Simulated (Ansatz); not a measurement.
`[CH3][GeH]1[CH]=[N]1` → `[CH]1=N[CH2][GeH2]1`  (isomerisation)

Program: Ansatz. Geometries: PBE0-D4/def2-TZVP. ΔE: electronic, gas phase. CBS: MP2 limit from def2 TZ/QZ plus the TZ coupled-cluster correction, frozen cores. DFT in def2-TZVPP. For Ge outer-core shells are correlated without core-valence functions, which leaves a few kJ/mol of doubt a bond. Scalar relativity is left out up to krypton.

`[CH3][GeH]1[CH]=[N]1`:

Z-matrix (Å, degrees):
```
C
Ge 1 1.940
H 1 1.090 2 110.1
H 1 1.090 2 108.5 3 -119.5
H 1 1.090 2 110.8 3 120.8
C 2 1.886 1 121.3 3 118.2
N 2 1.978 1 110.8 3 77.7
H 2 1.528 1 118.6 3 -49.6
H 6 1.093 2 151.9 1 95.3
```

`[CH]1=N[CH2][GeH2]1`:

Z-matrix (Å, degrees):
```
Ge
N 1 2.473
C 1 1.968 2 30.8
C 1 1.995 2 36.6 3 180.0
H 1 1.542 2 125.5 3 87.2
H 1 1.542 2 125.5 3 -87.2
H 3 1.090 1 141.5 2 180.0
H 4 1.092 1 117.4 2 114.0
H 4 1.092 1 117.4 2 -114.0
```

```csv
species,CAM-B3LYP-D4 energy (Eh)
`[CH3][GeH]1[CH]=[N]1`,-2211.00914
`[CH]1=N[CH2][GeH2]1`,-2211.01155
```

Question: Work out ΔE.

Answer: ΔE = (-2211.01155) − (-2211.00914) = -0.00241 Eh = -6.3 kJ/mol. CCSD(T)/CBS gives +5.7 kJ/mol.

Largest T1 diagnostic among the species: 0.015.

From PBE to PBE0 (25 % exact exchange), in def2-TZVPP and without D4, ΔE moves by −7.5 kJ/mol. In def2-TZVPP, CCSD(T) changes the Hartree–Fock value by +19.1 kJ/mol (the triples alone add +5.2 kJ/mol) and MP2 by +26.3 kJ/mol.
